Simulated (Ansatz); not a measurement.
Born–Oppenheimer molecular dynamics of CH5BCl2O (10 atoms, charge 0, multiplicity 1). It starts at the highest image of a converged band, a first-order saddle point between two minima.

These are results of Ansatz, RKS PBE0-D4/def2-SVP, not measurements.

| Item | Value |
| --- | --- |
| ensemble | NVE (velocity Verlet) |
| time step | 0.5 fs |
| steps asked | 200 |
| starting velocities drawn for | 300 K |
| seed | 11934 |

First frame:

```xyz
10
Properties=species:S:1:pos:R:3
B -0.013 -0.264 -0.095
Cl -0.311 -0.120 2.161
H 0.990 0.379 -0.210
Cl -1.468 0.210 -0.975
O 0.176 -1.694 0.163
C -0.795 -2.668 -0.215
H -0.393 -3.651 0.061
H -1.750 -2.490 0.302
H -0.957 -2.622 -1.299
H 0.079 -1.351 1.362
```

What does the run give?

All steps were run.

```
steps done                                               : 200
time covered                                             : 100 fs
mean temperature over the second half                    : 804 K
spread of the potential energy over the second half      : 4.0 meV per atom
mean potential energy of the second half above the start : -52.1 meV per atom
```

The conserved energy stayed within 0.073 meV per atom of its start (net change 0.012 meV per atom), so the integration is sound. The kinetic energy rose, since the run started high on the potential surface and went downhill. It ends in pieces (CH4BClO + ClH), so much of that is their flight and rotation, not heat. A run of 0.1 ps of so small a system gives no equilibrium averages. The orbitals stay closed-shell, which can raise the energy where a bond breaks towards radicals; this wasn't checked here.

What happens to the structure?

Between its relaxed ends the band would form Cl2–H10 and break B1–Cl2, O5–H10. These pairs go: Cl2–H10 1.52 → 1.32 Å, B1–Cl2 2.28 → 4.71 Å, O5–H10 1.25 → 5.05 Å. In the last frame they stand as after the step (other bonds may differ from the relaxed reactants and products). It ends as CH4BClO + ClH. Pairs count as bonded within 1.25 times the sum of covalent radii (0.12 Å more for H–H). This is one draw of velocities; another would differ in detail.

How do temperature and energy run in time?


| time (fs) | T (K) | potential energy less start (eV) | conserved less start (meV/atom) |
| --- | --- | --- | --- |
| 0 | 300 | 0.000 | 0.00 |
| 3 | 244 | 0.058 | 0.03 |
| 6 | 176 | 0.129 | 0.05 |
| 9 | 204 | 0.099 | 0.04 |
| 12 | 310 | -0.010 | 0.03 |
| 15 | 418 | -0.122 | -0.01 |
| 18 | 454 | -0.159 | 0.05 |
| 21 | 559 | -0.269 | -0.02 |
| 24 | 574 | -0.283 | 0.04 |
| 27 | 656 | -0.368 | -0.02 |
| 30 | 681 | -0.393 | 0.04 |
| 33 | 738 | -0.453 | 0.00 |
| 36 | 737 | -0.452 | 0.03 |
| 39 | 761 | -0.476 | 0.01 |
| 42 | 811 | -0.529 | -0.01 |
| 45 | 833 | -0.550 | 0.02 |
| 48 | 820 | -0.538 | -0.01 |
| 51 | 736 | -0.450 | 0.06 |
| 54 | 769 | -0.486 | -0.01 |
| 57 | 796 | -0.512 | 0.04 |
| 60 | 873 | -0.593 | -0.04 |
| 63 | 825 | -0.543 | 0.05 |
| 66 | 832 | -0.550 | 0.00 |
| 69 | 812 | -0.530 | 0.04 |
| 72 | 843 | -0.562 | -0.01 |
| 75 | 829 | -0.547 | 0.01 |
| 78 | 806 | -0.523 | 0.03 |
| 81 | 816 | -0.533 | 0.01 |
| 84 | 821 | -0.538 | 0.03 |
| 87 | 853 | -0.572 | -0.03 |
| 90 | 782 | -0.498 | 0.04 |
| 93 | 768 | -0.484 | -0.02 |
| 96 | 718 | -0.431 | 0.07 |
| 99 | 786 | -0.503 | -0.02 |

The run took 4.4 min on 2 threads of Intel(R) Xeon(R) 6975P-C (Granite Rapids) (shared host), peak memory 0.24 GiB.
